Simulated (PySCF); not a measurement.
**Deuteron quadrupole couplings in `FC(F)C([SiH3])([SiH3])[SiH3]`**

C2H10F2Si3.
Structure used (GFN2-xTB), in Å, numbered top down from 1:
```
atom  x, y, z in Å
F1     1.350   -0.204    1.994
C2     0.186   -0.611    1.405
F3    -0.791   -0.214    2.273
C4     0.005   -0.030    0.037
Si5    0.014    1.882    0.195
Si6   -1.673   -0.654   -0.628
Si7    1.463   -0.635   -1.037
H8     0.195   -1.713    1.431
H9    -0.164    2.426   -1.153
H10   -1.088    2.306    1.057
H11    1.293    2.321    0.751
H12   -1.831   -0.159   -1.994
H13   -1.661   -2.121   -0.627
H14   -2.769   -0.186    0.217
H15    2.734   -0.155   -0.499
H16    1.261   -0.138   -2.396
H17    1.468   -2.102   -1.037
```

Level: PBE0/pcSseg-1 (PySCF, non-relativistic); Q(2H) = 0.00286 b; rigid geometry, the same for H and D, with no vibrational averaging.

Task: What are Vzz, η and χzz (234.96 MHz × Q × Vzz) at all hydrogens?

Result: 
```json
{"atom": "H8", "bonded to": "C2", "bond length (Å)": "1.103", "Vzz (au)": "0.2651", "η": "0.03", "χzz (kHz)": "178"}
{"atom": "H9", "bonded to": "Si5", "bond length (Å)": "1.464", "Vzz (au)": "0.1623", "η": "0.02", "χzz (kHz)": "109"}
{"atom": "H10", "bonded to": "Si5", "bond length (Å)": "1.462", "Vzz (au)": "0.1632", "η": "0.02", "χzz (kHz)": "110"}
{"atom": "H11", "bonded to": "Si5", "bond length (Å)": "1.462", "Vzz (au)": "0.1632", "η": "0.02", "χzz (kHz)": "110"}
{"atom": "H12", "bonded to": "Si6", "bond length (Å)": "1.461", "Vzz (au)": "0.1642", "η": "0.02", "χzz (kHz)": "110"}
{"atom": "H13", "bonded to": "Si6", "bond length (Å)": "1.468", "Vzz (au)": "0.1590", "η": "0.03", "χzz (kHz)": "107"}
{"atom": "H14", "bonded to": "Si6", "bond length (Å)": "1.461", "Vzz (au)": "0.1632", "η": "0.02", "χzz (kHz)": "110"}
{"atom": "H15", "bonded to": "Si7", "bond length (Å)": "1.461", "Vzz (au)": "0.1632", "η": "0.02", "χzz (kHz)": "110"}
{"atom": "H16", "bonded to": "Si7", "bond length (Å)": "1.461", "Vzz (au)": "0.1643", "η": "0.02", "χzz (kHz)": "110"}
{"atom": "H17", "bonded to": "Si7", "bond length (Å)": "1.468", "Vzz (au)": "0.1591", "η": "0.03", "χzz (kHz)": "107"}
```

Task: Average by the element that carries the hydrogen.

Result: on C: 178 kHz over 1 position, mean bond length 1.103 Å; on Si: 109 kHz over 9 positions, mean bond length 1.463 Å.

Task: A static deuteron (I = 1) shows a doublet split by (3/2)χ, (3/4)χ(1 + η) and (3/4)χ(1 − η) with the field along z, y and x of the gradient. What are these for H12?

Result: With |χ| = 110.4 kHz and η = 0.017: 166, 84 and 81 kHz, to first order and without motion.

Geometry: GFN2-xTB; no solvent, vibrations or thermal averaging. GFN2-xTB bond lengths can be off by several hundredths of an ångström, more for odd bonds, and the gradients follow them. The basis is small and wasn't made for field gradients, so the couplings can be 20 % off.
